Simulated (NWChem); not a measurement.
System: SnF3 cation; SMILES [F][Sn+]([F])[F]

The following NWChem deck was run.

```
start job
memory heap 200 mb stack 900 mb global 1100 mb
charge 1
geometry units angstroms noautoz
  Sn     0.000000     0.000000     0.000000
  F      1.808369    -0.484551     0.000000
  F     -1.323818    -1.323818     0.000000
  F     -0.484551     1.808369     0.000000
end
basis spherical
  Sn library def2-svp
  F library def2-svp
end
ecp
  Sn library def2-ecp
end
dft
  xc m06-l
  grid coarse
  iterations 150
  mulliken
end
task dft gradient
```

Output (shortened):

```
             Northwest Computational Chemistry Package (NWChem) 7.3.0
             --------------------------------------------------------

 D3H symmetry detected

                             Geometry "geometry" -> ""
                             -------------------------

 Output coordinates in angstroms (scale by  1.889725989 to convert to a.u.)

  No.       Tag          Charge          X              Y              Z
 ---- ---------------- ---------- -------------- -------------- --------------
    1 Sn                  50.0000     0.00000000     0.00000000     0.00000000
    2 F                    9.0000     1.32381799     1.32381799     0.00000000
    3 F                    9.0000     0.48455101    -1.80836900     0.00000000
    4 F                    9.0000    -1.80836900     0.48455101     0.00000000

 Effective nuclear repulsion energy (a.u.)     421.2408275769

      Symmetry information
      --------------------

 Group name             D3h
 Group number             27
 Group order              12
 No. of unique centers     2

                                 NWChem DFT Module
                                 -----------------

 Summary of "ao basis" -> "ao basis" (spherical)
 ------------------------------------------------------------------------------
       Tag                 Description            Shells   Functions and Types
 ---------------- ------------------------------  ------  ---------------------
 Sn                         def2-svp                10       26   4s4p2d
 F                          def2-svp                 6       14   3s2p1d

      Symmetry analysis of basis
      --------------------------

        a1'        13
        a1"         1
        a2'         3
        a2"         7
        e'         32
        e"         12

  Rotation of axis

            General Information
            -------------------
          SCF calculation type: DFT
          Wavefunction type:  closed shell.
          No. of atoms     :     4
          No. of electrons :    48
           Alpha electrons :    24
            Beta electrons :    24
          Charge           :     1
          Spin multiplicity:     1
          Use of symmetry is: on ; symmetry adaption is: on
          Maximum number of iterations: 150
          AO basis - number of functions:    68
                     number of shells:    28
          Convergence on energy requested:  1.00D-06
          Convergence on density requested:  1.00D-05
          Convergence on gradient requested:  5.00D-04

              XC Information
              --------------
                        M06-L Method XC Functional
                         M06-L Exchange Functional  1.000
                       M06-L Correlation Potential  1.000

             Grid Information
             ----------------
          Grid used for XC integration:  coarse
          Radial quadrature: Mura-Knowles
          Angular quadrature: Lebedev.
          Tag              B.-S. Rad. Rad. Pts. Rad. Cut. Ang. Pts.
          ---              ---------- --------- --------- ---------
          Sn                  1.45      104           6.0       302
          F                   0.50       35           7.0       302
          Grid pruning is: on
          Number of quadrature shells:   139
          Spatial weights used:  Erf1

      Superposition of Atomic Density Guess
      -------------------------------------

 Sum of atomic energies:        -546.97327711

 Renormalizing density from      49.00 to     48

      Non-variational initial energy
      ------------------------------

 Total energy =    -506.269960
 1-e energy   =   -1182.595636
 2-e energy   =     468.772627
 HOMO         =      -0.982377
 LUMO         =      -0.548612

      Symmetry analysis of molecular orbitals - initial
      -------------------------------------------------

  Numbering of irreducible representations:

     1 a1'         2 a1"         3 a2'         4 a2"         5 e'
     6 e"

  Orbital symmetries:

     1 a1'         2 e'          3 e'          4 a1'         5 e'
     6 e'          7 a2"         8 a1'         9 e'         10 e'
    11 e"         12 e"         13 e'         14 e'         15 a1'
    16 a1'        17 e'         18 e'         19 a2"        20 e"
    21 e"         22 a2'        23 e'         24 e'         25 a1'
    26 a2"        27 e'         28 e'         29 a1'        30 a2"
    31 e'         32 e'         33 e"         34 e"

     ---------------------------------------------
      Total Density - Mulliken Population Analysis
     ---------------------------------------------

    Atom       Charge   Shell Charges
 -----------   ------   -------------------------------------------------------
    1 Sn  22    19.17   1.60  0.41  0.53  0.03  3.27  2.74  0.39  0.05  9.88  0.26
    2 F    9     9.61   1.99  1.19  0.77  3.63  2.02  0.00
    3 F    9     9.61   1.99  1.19  0.77  3.63  2.02  0.00
    4 F    9     9.61   1.99  1.19  0.77  3.63  2.02  0.00

   convergence    iter        energy       DeltaE   RMS-Dens  Diis-err
 ---------------- ----- ----------------- --------- --------- ---------
 d= 0,ls=0.0,diis     1   -513.1239530968 -7.21D+02  5.36D-02  2.58D+00
 d= 0,ls=0.0,diis     2   -511.8605340907  1.26D+00  3.74D-02  1.59D+01
 d= 0,ls=0.0,diis     3   -513.3942314454 -1.53D+00  2.43D-03  2.09D-02
 d= 0,ls=0.0,diis     4   -513.3957906746 -1.56D-03  1.18D-03  7.18D-03
 d= 0,ls=0.0,diis     5   -513.3960664069 -2.76D-04  2.70D-04  3.99D-04
  Resetting Diis
 d= 0,ls=0.0,diis     6   -513.3961231847 -5.68D-05  3.00D-05  3.58D-06
 d= 0,ls=0.0,diis     7   -513.3961233790 -1.94D-07  3.32D-05  8.57D-07
 d= 0,ls=0.0,diis     8   -513.3961231229  2.56D-07  2.01D-05  3.62D-06
 d= 0,ls=0.0,diis     9   -513.3961234832 -3.60D-07  1.43D-06  2.77D-08

         Total DFT energy =     -513.396123483185
      One electron energy =    -1194.167061960043
           Coulomb energy =      522.577018731551
    Exchange-Corr. energy =      -49.359129708494
 Nuclear repulsion energy =      207.553049453801

 Numeric. integr. density =       47.999830652133

                  Occupations of the irreducible representations
                  ----------------------------------------------

                     irrep           alpha         beta
                     --------     --------     --------
                     a1'               5.0          5.0
                     a1"               0.0          0.0
                     a2'               1.0          1.0
                     a2"               2.0          2.0
                     e'               12.0         12.0
                     e"                4.0          4.0

                       DFT Final Molecular Orbital Analysis
                       ------------------------------------

 Vector   22  Occ=2.000000D+00  E=-6.364966D-01  Symmetry=e'
              MO Center=  2.3D-01,  6.3D-01,  2.5D-16, r^2= 3.4D+00
   Bfn.  Coefficient  Atom+Function         Bfn.  Coefficient  Atom+Function
  ----- ------------  ---------------      ----- ------------  ---------------
    31      0.378608  2 F  py                59      0.367463  4 F  py
    30     -0.315271  2 F  px                34     -0.247944  2 F  py
    62     -0.240019  4 F  py                33      0.210628  2 F  px
    44     -0.196983  3 F  px                45      0.151437  3 F  py
    21     -0.147647  1 Sn d  2              47      0.126521  3 F  px

 Vector   23  Occ=2.000000D+00  E=-6.364966D-01  Symmetry=e'
              MO Center= -2.3D-01, -6.3D-01,  4.8D-15, r^2= 3.4D+00
   Bfn.  Coefficient  Atom+Function         Bfn.  Coefficient  Atom+Function
  ----- ------------  ---------------      ----- ------------  ---------------
    44      0.446902  3 F  px                59      0.321706  4 F  py
    47     -0.296504  3 F  px                58      0.230875  4 F  px
    30      0.219730  2 F  px                62     -0.215204  4 F  py
    45      0.184113  3 F  py                17     -0.147647  1 Sn d -2
    61     -0.142901  4 F  px                33     -0.134976  2 F  px

 Vector   24  Occ=2.000000D+00  E=-6.320011D-01  Symmetry=a2'
              MO Center= -8.1D-14, -3.5D-13,  3.2D-18, r^2= 3.9D+00
   Bfn.  Coefficient  Atom+Function         Bfn.  Coefficient  Atom+Function
  ----- ------------  ---------------      ----- ------------  ---------------
    44      0.375126  3 F  px                59     -0.375126  4 F  py
    30     -0.274612  2 F  px                31      0.274612  2 F  py
    47     -0.268478  3 F  px                62      0.268478  4 F  py
    33      0.196539  2 F  px                34     -0.196539  2 F  py
    45      0.100515  3 F  py                58     -0.100515  4 F  px

 Vector   25  Occ=0.000000D+00  E=-4.614338D-01  Symmetry=a1'
              MO Center=  5.8D-15, -1.2D-14, -5.5D-15, r^2= 2.9D+00
   Bfn.  Coefficient  Atom+Function         Bfn.  Coefficient  Atom+Function
  ----- ------------  ---------------      ----- ------------  ---------------
     3      0.834828  1 Sn s                  4      0.332095  1 Sn s
     2     -0.300461  1 Sn s                 45      0.291567  3 F  py
    58      0.291567  4 F  px                 1     -0.237708  1 Sn s
    48     -0.234924  3 F  py                61     -0.234924  4 F  px
    30     -0.213442  2 F  px                31     -0.213442  2 F  py

 Vector   26  Occ=0.000000D+00  E=-3.681189D-01  Symmetry=a2"
              MO Center= -6.0D-14,  5.1D-14,  5.5D-15, r^2= 2.6D+00
   Bfn.  Coefficient  Atom+Function         Bfn.  Coefficient  Atom+Function
  ----- ------------  ---------------      ----- ------------  ---------------
    13      0.830678  1 Sn pz                16      0.302914  1 Sn pz
    10     -0.215195  1 Sn pz                 7     -0.198556  1 Sn pz
    32      0.178334  2 F  pz                46      0.178334  3 F  pz
    60      0.178334  4 F  pz                35     -0.143285  2 F  pz
    49     -0.143285  3 F  pz                63     -0.143285  4 F  pz

 Vector   27  Occ=0.000000D+00  E=-2.187392D-01  Symmetry=e'
              MO Center=  8.4D-02,  2.3D-01, -3.9D-17, r^2= 3.5D+00
   Bfn.  Coefficient  Atom+Function         Bfn.  Coefficient  Atom+Function
  ----- ------------  ---------------      ----- ------------  ---------------
    12      0.582530  1 Sn py                15      0.560064  1 Sn py
    11     -0.371034  1 Sn px                14     -0.356724  1 Sn px
    43      0.305861  3 F  s                 57     -0.236420  4 F  s
    45     -0.187779  3 F  py                48      0.181009  3 F  py
    58      0.166783  4 F  px                30     -0.158949  2 F  px

     ---------------------------------------------
      Total Density - Mulliken Population Analysis
     ---------------------------------------------

    Atom       Charge   Shell Charges
 -----------   ------   -------------------------------------------------------
    1 Sn  22    20.17   1.61  0.42  0.97 -0.04  3.28  2.73  0.82  0.09  9.79  0.51
    2 F    9     9.28   1.99  1.18  0.80  3.26  2.04  0.00
    3 F    9     9.28   1.99  1.18  0.80  3.26  2.04  0.00
    4 F    9     9.28   1.99  1.18  0.80  3.26  2.04  0.00

     -------------------------------------------
      Total Density - Lowdin Population Analysis
     -------------------------------------------

    Atom       Charge   Shell Charges
 -----------   ------   -------------------------------------------------------
    1 Sn  22    20.55   1.17  0.75  0.71  0.26  3.01  2.82  0.92  0.35  9.53  1.02
    2 F    9     9.15   1.98  1.07  0.78  3.13  2.19  0.01
    3 F    9     9.15   1.98  1.07  0.78  3.13  2.19  0.01
    4 F    9     9.15   1.98  1.07  0.78  3.13  2.19  0.01

     Multipole analysis of the density
     ---------------------------------

     L   x y z        total         alpha         beta         nuclear
     -   - - -        -----         -----         ----         -------
     0   0 0 0      1.000000    -24.000000    -24.000000     49.000000

     1   1 0 0     -0.000000     -0.000000     -0.000000      0.000000
     1   0 1 0      0.000000     -0.000000     -0.000000      0.000000
     1   0 0 1     -0.000000     -0.000000     -0.000000      0.000000

     2   2 0 0    -27.170455    -98.071859    -98.071859    168.973264
     2   1 1 0      0.000000      0.000000      0.000000      0.000000
     2   1 0 1      0.000000      0.000000      0.000000      0.000000
     2   0 2 0    -27.170455    -98.071859    -98.071859    168.973264
     2   0 1 1     -0.000000     -0.000000     -0.000000      0.000000
     2   0 0 2    -21.893354    -10.946677    -10.946677      0.000000

            General Information
            -------------------
          SCF calculation type: DFT
          Wavefunction type:  closed shell.
          No. of atoms     :     4
          No. of electrons :    48
           Alpha electrons :    24
            Beta electrons :    24
          Charge           :     1
          Spin multiplicity:     1
          Use of symmetry is: on ; symmetry adaption is: on
          Maximum number of iterations: 150
          AO basis - number of functions:    68
                     number of shells:    28
          Convergence on energy requested:  1.00D-06
          Convergence on density requested:  1.00D-05
          Convergence on gradient requested:  5.00D-04

              XC Information
              --------------
                        M06-L Method XC Functional
                         M06-L Exchange Functional  1.000
                       M06-L Correlation Potential  1.000

             Grid Information
             ----------------
          Grid used for XC integration:  coarse
          Radial quadrature: Mura-Knowles
          Angular quadrature: Lebedev.
          Tag              B.-S. Rad. Rad. Pts. Rad. Cut. Ang. Pts.
          ---              ---------- --------- --------- ---------
          Sn                  1.45      104           6.0       302
          F                   0.50       35           7.0       302
          Grid pruning is: on
          Number of quadrature shells:   139
          Spatial weights used:  Erf1

          Convergence Information
          -----------------------
          Convergence aids based upon iterative change in
          total energy or number of iterations.
          Levelshifting, if invoked, occurs when the
          HOMO/LUMO gap drops below (HL_TOL):  1.00D-02
          DIIS, if invoked, will attempt to extrapolate
          using up to (NFOCK): 10 stored Fock matrices.

                    Damping( 0%)  Levelshifting(0.5)       DIIS
                  --------------- ------------------- ---------------
          dE  on:    start            ASAP                start
          dE off:    2 iters        150 iters           150 iters

                            NWChem DFT Gradient Module
                            --------------------------

  charge          =   1.00
  wavefunction    = closed shell

  Rotation of axis
  Using symmetry

                         DFT ENERGY GRADIENTS

    atom               coordinates                        gradient
                 x          y          z           x          y          z
   1 Sn      0.000000   0.000000   0.000000    0.000000   0.000000   0.000000
   2 F       2.501653   2.501653   0.000000   -0.006523  -0.006523   0.000000
   3 F       0.915669  -3.417322   0.000000   -0.002388   0.008910  -0.000000
   4 F      -3.417322   0.915669   0.000000    0.008910  -0.002388  -0.000000
```

Level: M06-L/def2-SVP with def2 effective core potentials on Sn. Geometry: optimised at PBE0/def2-SVP. def2 effective core potentials on Sn; no spin-orbit coupling.
